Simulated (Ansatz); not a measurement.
`O=[CH][GaH2]` + `OCO` → `O=COCO` + `[GaH3]`  (substitution at a C–Ga bond)

Program: Ansatz. Geometries: PBE0-D4/def2-TZVP. ΔE: electronic, gas phase. CBS: MP2 limit from def2 TZ/QZ plus the TZ coupled-cluster correction, frozen cores. This one scheme is used for every species. DFT in def2-TZVPP. For Ga outer-core shells are correlated without core-valence functions, which leaves a few kJ/mol of doubt a bond. Scalar relativity is left out up to krypton. One conformer a species, not always the lowest.

`O=[CH][GaH2]`:

Z-matrix (Å, degrees):
```
C
Ga 1 2.014
O 1 1.210 2 111.7
H 1 1.116 2 129.3 3 180.0
H 2 1.566 1 118.4 3 85.2
H 2 1.566 1 118.4 3 -85.2
```

`OCO`:

```xyz
7

O    -0.336   -0.742   -0.907
C    -0.245   -0.080    0.320
O     0.767    0.882    0.345
H    -0.549   -0.088   -1.581
H    -0.079   -0.869    1.061
H    -1.164    0.463    0.562
H     1.606    0.433    0.200
```

`O=COCO`:

Cartesian coordinates in Å:
```
O 0.322 0.380 -1.644
C 1.031 0.625 -0.705
O 0.725 0.408 0.567
C -0.597 -0.136 0.778
O -0.732 -1.404 0.274
H 2.036 1.062 -0.785
H -0.700 -0.182 1.859
H -1.309 0.572 0.343
H -0.776 -1.326 -0.687
```

`[GaH3]`:

```xyz
4

Ga   -0.001    0.000    0.000
H     0.631    1.436   -0.005
H     0.273   -0.973    1.200
H    -0.904   -0.463   -1.195
```

| level | ΔE (kcal/mol) |
| --- | --- |
| PBE-D4 | -16.5 |
| ωB97X-V | -18.3 |
| ωB97M-V | -17.5 |
| MP2/def2-TZVPP | -16.8 |
| SCS-MP2/def2-TZVPP | -16.2 |
| CCSD(T)/def2-TZVPP | -16.3 |
| MP2/def2-QZVPP | -16.0 |
| HF/CBS(def2) | -18.6 |

**Question.** What does CCSD(T)/CBS give? (An estimate is asked.)

**Answer.** Ansatz gave: -14.9 kcal/mol. The listed levels differ from it by -1.6, -3.4, -2.6, -1.9, -1.3, -1.4, -1.1, -3.7 kcal/mol.

Largest T1 diagnostic among the species: 0.017.

In def2-TZVPP, CCSD(T) changes the Hartree–Fock value by +2.4 kcal/mol (the triples alone add −0.4 kcal/mol) and MP2 by +1.9 kcal/mol. From PBE to PBE0 (25 % exact exchange), in def2-TZVPP and without D4, ΔE moves by −1.2 kcal/mol.
